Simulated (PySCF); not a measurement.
NMR data simulated for an unnamed compound:

1H NMR (400 MHz, computed): δ 2.98 (m, 1H), 1.18 (d, 6H), 1.17 (m, 9H).

13C{1H} NMR (computed): δ 249.5 (C), 33.0 (CH), 29.3 (CH3), 22.1 (C), 19.8 (CH3).

Theory: coordinates at the PBE0-D3(BJ)/def2-SVP level, σ from GIAO-HF/pcSseg-1, in PySCF 2.14 (averaged over atoms made equivalent by symmetry, fast rotation or ring inversion, no solvent model, non-relativistic Hamiltonian, one computed conformer).

Chemical shifts δ = σref − σ; 1H, 13C against TMS, all at this level.

Problem. Which of these does the molecule contain: a (CH3)2CH unit, a C≡C triple bond, a carboxylic acid, a tert-butyl group, an OH group?

Solution. 
- A (CH3)2CH unit: yes (δC 19.8, 33.0; δH 1.18 (d), 2.98 (m)).
- A C≡C triple bond: no.
- A carboxylic acid: no.
- A tert-butyl group: yes (δC 29.3, 22.1; δH 1.17 (m)).
- An OH group: no.

The data belong to `CC(C)/C(F)=P\C(C)(C)C`, C₈H₁₆FP; they needn't prove each group on their own.

Carbon signals by region: 1 in the far downfield region (above 160 ppm), 4 below 50 ppm. Above 160 ppm: 249.5, carbon double-bonded to a heavier main-group atom.

Splittings by 19F and 31P in the carbon and heteronuclear signals aren't shown, as no couplings were computed. Shifts are as computed. Against solution values, carbons near 30 ppm lie about -0 ppm off and those near 130 ppm about +7 ppm (rms about the fit 1.9 ppm; single classes can miss by 10 ppm). Of 1328 compounds with measured shifts, 309 miss one by over three times the rms of a fit or turn the order of signals round; such compounds aren't used in these exercises. Signals without a measured value on file couldn't be tested in this way. Multiplicities follow the n + 1 count of equivalent neighbours, as no J values were calculated; m marks all less simple cases, F and P coupling included.
